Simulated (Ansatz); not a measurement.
`[AlH2][O]C[SiH2]S` + `C=C[SiH2][GeH3]` → `S[SiH2][SiH2][GeH3]` + `C=CC[O][AlH2]`  (redistribution)

Computed with Ansatz on PBE0-D4/def2-TZVP structures; ΔE is electronic, products minus reactants. CBS: MP2 limit from def2 TZ/QZ plus the TZ coupled-cluster correction, frozen cores. DFT in def2-TZVPP. B3LYP here is the variant with VWN-RPA as its local correlation; programs differ in this. For Ge outer-core shells are correlated without core-valence functions, which leaves a few kJ/mol of doubt a bond. Scalar relativity is left out up to krypton. One conformer a species, not always the lowest.

`[AlH2][O]C[SiH2]S`:

Cartesian coordinates in Å:
```
Al 0.385 -0.386 2.369
O 0.465 0.321 0.832
C -0.523 0.807 -0.049
Si -0.478 -0.236 -1.622
S 1.470 -0.124 -2.486
H -1.033 -0.520 3.059
H 1.762 -0.854 2.976
H -1.529 0.769 0.397
H -0.318 1.856 -0.291
H -0.832 -1.634 -1.249
H -1.429 0.255 -2.653
H 2.060 -0.254 -1.283
```

`C=C[SiH2][GeH3]`:

Z-matrix (Å, degrees):
```
Si
C 1 1.860
Ge 1 2.382 2 110.6
H 1 1.489 2 108.9 3 -120.5
H 1 1.490 2 110.6 3 119.8
C 2 1.330 1 123.3 3 113.9
H 2 1.089 1 118.5 3 -64.6
H 3 1.540 1 110.5 2 57.2
H 3 1.539 1 110.7 2 -62.4
H 3 1.539 1 111.3 2 177.2
H 6 1.086 2 122.1 1 -178.7
H 6 1.086 2 121.7 1 1.4
```

`S[SiH2][SiH2][GeH3]`:

```xyz
12

S    -2.381    1.429   -0.220
Si   -1.655   -0.530   -0.705
Si    0.671   -0.478   -0.916
Ge    1.612    0.305    1.126
H    -1.556    1.605    0.827
H    -2.054   -1.531    0.322
H    -2.334   -0.864   -1.983
H     1.047    0.442   -2.024
H     1.210   -1.836   -1.214
H     1.304   -0.683    2.264
H     1.001    1.667    1.502
H     3.136    0.474    1.020
```

`C=CC[O][AlH2]`:

```xyz
12

C     0.764   -0.695   -1.867
C     1.086   -0.180   -0.690
C     0.419   -0.544    0.595
O    -0.047    0.603    1.258
Al   -1.592    1.272    1.411
H     1.282   -0.411   -2.776
H    -0.032   -1.429   -1.963
H     1.877    0.562   -0.612
H    -0.391   -1.259    0.397
H     1.142   -1.046    1.253
H    -2.831    0.463    0.846
H    -1.676    2.663    2.149
```

| level | ΔE (kcal/mol) | difference from CCSD(T)/CBS |
| --- | --- | --- |
| PBE-D4 | -1.8 | -2.1 |
| r2SCAN-D4 | -0.2 | -0.5 |
| PBE0-D4 | -1.8 | -2.1 |
| B2PLYP | 1.0 | 0.7 |
| PBE | -1.7 | -2.0 |
| B3LYP | 0.6 | 0.3 |
| MP2/def2-QZVPP | 1.6 | 1.3 |
| SCS-MP2/def2-QZVPP | 1.7 | 1.4 |
| HF/CBS(def2) | 1.1 | 0.8 |
| MP2/CBS(def2) | 1.6 | 1.3 |
| CCSD(T)/CBS | 0.3 | 0 |

Largest T1 diagnostic among the species: 0.013.

CCSD(T)/CBS has its own doubt, a few kJ/mol and more with outer-core shells, so smaller differences from it don't rank the levels.
